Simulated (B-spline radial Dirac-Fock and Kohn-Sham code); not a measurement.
## Conversion-electron coefficients: Nd, 72.6 keV

Z = 60 (neodymium), transition energy 72.6 keV. Calculated with a radial finite-basis atomic code, using a Dirac-Hartree-Slater potential of the neutral atom with a Latter tail (no hole, which puts coefficients of high multipoles low close above an edge), finite nucleus with surface currents. Subshells that would emit electrons below 1 keV are left out.

| subshell | electron energy (keV) | E1 | E3 | E5 | M2 | M4 |
| --- | --- | --- | --- | --- | --- | --- |
| K | 29.03 | 0.521 | 10.9 | 158 | 34.9 | 1100 |
| L1 | 65.47 | 0.0511 | 1.01 | 435 | 7.13 | 1150 |
| L2 | 65.88 | 0.0119 | 62.0 | 28900 | 0.805 | 244 |
| L3 | 66.39 | 0.0159 | 66.0 | 28600 | 1.72 | 3350 |
| M1 | 71.02 | 0.0105 | 0.252 | 126 | 1.60 | 306 |
| M2 | 71.20 | 0.00252 | 14.7 | 7550 | 0.191 | 63.6 |
| M3 | 71.30 | 0.00345 | 15.7 | 7320 | 0.410 | 907 |
| M4 | 71.60 | 0.000120 | 0.339 | 1940 | 0.00485 | 16.7 |
| M5 | 71.62 | 0.000155 | 0.450 | 1980 | 0.000694 | 39.1 |
| N1 | 72.28 | 0.00244 | 0.0615 | 31.6 | 0.380 | 75.4 |
| N2 | 72.36 | 0.000560 | 3.33 | 1750 | 0.0433 | 14.7 |
| N3 | 72.38 | 0.000762 | 3.55 | 1680 | 0.0925 | 210 |
| N4 | 72.48 | 2.62e-05 | 0.0753 | 440 | 0.00108 | 3.79 |
| N5 | 72.48 | 3.35e-05 | 0.0998 | 445 | 0.000152 | 8.81 |
| N6 | 72.59 | 1.88e-08 | 1.04e-05 | 0.176 | 1.11e-07 | 0.00169 |
| N7 | 72.59 | 2.41e-08 | 9.81e-06 | 0.211 | 6.53e-08 | 0.000564 |
| total |  | 0.621 | 179 | 81900 | 47.4 | 7540 |

Question: For a pure E5 transition, what fraction of decays emits a photon?

Answer: 1/(1 + α) = 1.22e-05 with the total α = 81900; the total includes the outer subshells that are not listed.
